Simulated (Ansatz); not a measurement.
`N[SiH2][SiH](F)[SiH3]` + H₂O → `N[SiH2][SiH](O)F` + SiH₄  (formal hydrolysis of the Si–Si bond)

Computed with Ansatz on PBE0-D4/def2-TZVP structures; ΔE is electronic, products minus reactants. CBS: MP2 limit from def2 TZ/QZ plus the TZ coupled-cluster correction, frozen cores. This one scheme is used for every species. One conformer a species, not always the lowest.

```
                species  HF/CBS(def2) energy (Eh)
`N[SiH2][SiH](F)[SiH3]`               -1025.56988
                    H₂O                 -76.06721
     `N[SiH2][SiH](O)F`                -810.41818
                   SiH₄                -291.26912
```

Work out ΔE.

ΔE = (-810.41818) + (-291.26912) − (-1025.56988) − (-76.06721) = -0.05021 Eh = -1.37 eV. CCSD(T)/CBS gives -1.14 eV.

Largest T1 diagnostic among the species: 0.013.

The D4 term adds +0.03 eV with B3LYP and +0.02 eV with PBE0; it sums over pairs of atoms, weighted by their polarisabilities, and B3LYP, whose exchange is more repulsive, gets the larger term. In def2-TZVPP, CCSD(T) changes the Hartree–Fock value by +0.18 eV (the triples alone add +0.02 eV) and MP2 by +0.11 eV. From PBE to PBE0 (25 % exact exchange), in def2-TZVPP and without D4, ΔE moves by −0.05 eV.

B3LYP here is the variant with VWN-RPA as its local correlation; programs differ in this.
